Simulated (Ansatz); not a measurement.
# From F to Br: the HOMO–LUMO gap

Gas-phase molecules, one atom swapped for its congeners: SiF3 (trifluorosilyl) `F[Si](F)F`; SiClF2 `F[Si](F)Cl`; SiBrF2 `F[Si](F)Br`. All are doublets with charge 0.

Shapes, held fixed at every level: PBE0-D4/def2-TZVP. Programs: Ansatz 0.2.0. Values in eV.

```json
{"level": "SPW92/def2-TZVPP", "SiF3": "1.63", "SiBrF2": "1.32"}
{"level": "r2SCAN-D4/def2-TZVPP", "SiF3": "3.14", "SiBrF2": "2.72"}
{"level": "B3LYP-D4/def2-TZVPP", "SiF3": "3.76", "SiBrF2": "3.26"}
{"level": "PBE0-D4/def2-TZVPP", "SiF3": "4.54", "SiBrF2": "3.99"}
{"level": "wB97M-V/def2-TZVPP", "SiF3": "7.95", "SiBrF2": "7.35"}
{"level": "wB97X-V/def2-TZVPP", "SiF3": "8.56", "SiBrF2": "7.90"}
```

(1) Estimate the column for SiClF2 from its neighbours.

Results:

(1) The mean of the neighbours at wB97X-V/def2-TZVPP is 8.23 eV, against 8.15 from the run. All rows: SPW92/def2-TZVPP 1.43; r2SCAN-D4/def2-TZVPP 2.89; B3LYP-D4/def2-TZVPP 3.45; PBE0-D4/def2-TZVPP 4.20; wB97M-V/def2-TZVPP 7.58; wB97X-V/def2-TZVPP 8.15 eV. At wB97X-V/def2-TZVPP the HOMO–LUMO gap falls at every step, from 8.56 to 7.90 eV. Every level shows the same order. Open shells run unrestricted. Relativity is left out for Br. Orbital gaps aren't excitation energies, and the LUMO depends on the basis.
